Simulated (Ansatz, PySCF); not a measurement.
The pair A = H2O (SMILES O) (first 3 atoms), B = CH3Cl (SMILES CCl); geometry from B3LYP-D3(BJ)/def2-TZVP.
(charge 0, multiplicity 1):
```json
[
 {"atom": "O", "x (Å)": "0.1454", "y (Å)": "0.2579", "z (Å)": "0.1124"},
 {"atom": "H", "x (Å)": "-0.4369", "y (Å)": "0.4220", "z (Å)": "0.8662"},
 {"atom": "H", "x (Å)": "-0.4169", "y (Å)": "-0.1374", "z (Å)": "-0.5612"},
 {"atom": "C", "x (Å)": "0.8134", "y (Å)": "-0.9182", "z (Å)": "3.1537"},
 {"atom": "Cl", "x (Å)": "-0.8068", "y (Å)": "-0.1333", "z (Å)": "3.2639"},
 {"atom": "H", "x (Å)": "1.1221", "y (Å)": "-0.8862", "z (Å)": "2.1136"},
 {"atom": "H", "x (Å)": "1.4966", "y (Å)": "-0.3583", "z (Å)": "3.7842"},
 {"atom": "H", "x (Å)": "0.7114", "y (Å)": "-1.9398", "z (Å)": "3.5059"}
]
```

Correlated levels freeze the cores. MP2 and its Hartree–Fock in aug-cc-pV(T+d)Z are density fitted. Rows in 6-31G* carry no dispersion term and start afresh at each structure (6-31G* with six Cartesian d functions).

The values were computed with Ansatz (a program for electronic structure); PySCF for 6-31G* rows. Each number belongs to the level named beside it.

Total energies (hartree), monomers frozen at their geometry in the pair:

| structure | PBE/def2-TZVPPD | B3LYP/6-31G* | MP2/aug-cc-pV(T+d)Z |
|---|---|---|---|
| AB | -576.2808397 | -576.5242197 | -575.8658799 |
| A in the pair's basis | -76.3836130 | -76.4113762 | -76.3292977 |
| B in the pair's basis | -499.8922798 | -500.1087089 | -499.5310367 |
| A | -76.3835878 | -76.4088551 | -76.3289242 |
| B | -499.8922252 | -500.1084084 | -499.5305146 |

Work out the interaction energy without and with the counterpoise correction, and the superposition error, for each level.


E(AB) − E(A) − E(B), times 627.509 kcal/mol, with the monomers in their own basis and then in the pair's basis:
- PBE/def2-TZVPPD: -3.15 uncorrected, -3.10 corrected; the monomers gain 0.05 kcal/mol from borrowed functions
- B3LYP/6-31G*: -4.37 uncorrected, -2.59 corrected; the monomers gain 1.77 kcal/mol from borrowed functions
- MP2/aug-cc-pV(T+d)Z: -4.04 uncorrected, -3.48 corrected; the monomers gain 0.56 kcal/mol from borrowed functions
